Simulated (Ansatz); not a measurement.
C₂H₆O₂, triplet, at the geometry of the source list (a higher spin typed on purpose: for a closed-shell molecule this is an excited state); CAM-B3LYP/6-31G** in Ansatz (an electronic-structure program).

The Ansatz input:
Ansatz 0.2 input:
```yaml
crystal:
  periodic: [false, false, false]
  atoms:
    - {symbol: O, position_ang: [1.30260000, -0.68770000, 0.16370000]}
    - {symbol: C, position_ang: [0.54770000, 0.48680000, -0.07300000]}
    - {symbol: C, position_ang: [-0.89320000, 0.05090000, -0.34010000]}
    - {symbol: O, position_ang: [-1.44480000, -0.61330000, 0.76470000]}
    - {symbol: H, position_ang: [2.21430000, -0.44810000, 0.34940000]}
    - {symbol: H, position_ang: [0.57520000, 1.14410000, 0.80610000]}
    - {symbol: H, position_ang: [0.93500000, 1.03380000, -0.94260000]}
    - {symbol: H, position_ang: [-1.51960000, 0.92540000, -0.52550000]}
    - {symbol: H, position_ang: [-0.90580000, -0.59780000, -1.22740000]}
    - {symbol: H, position_ang: [-0.81140000, -1.29420000, 1.02450000]}
basis:
  gaussian:
    orbitals: 6-31G__.json
hamiltonian:
  xc: cam_b3lyp
magnetization: {spin_polarized: true, initial_magnetization: 2}
```
The basis file holds 6-31G** in the JSON format of the Basis Set Exchange.

It wrote (shortened):

```
Functional definition: CAM-B3LYP
936 factors; their error is unknown
254 factors; integrals over basis functions are off by at most 9.5e-6 eV
mean field evaluation 1: about -6250.5255 eV, gradient 3.2e1 eV
mean field evaluation 2: about -6249.3603 eV, gradient 3.9e1 eV
mean field evaluation 4: about -6254.5143 eV, gradient 5.2e0 eV
mean field evaluation 8: about -6254.7110 eV, gradient 1.2e0 eV
mean field evaluation 16: about -6255.1946 eV, gradient 2.1e-3 eV
mean field -6255.19457048 eV, -229.8741605420 hartree, gradient 2.7e-5 eV, S^2 2.003517; 2 other end points of the search recorded, 0 dependent functions left out
reference -6255.19465294 eV, -229.8741635723 hartree; 18, 16 occupied and 72, 74 virtual orbitals, 936 factors
Total energy: -6255.19465294 eV, -229.8741635723 hartree
```
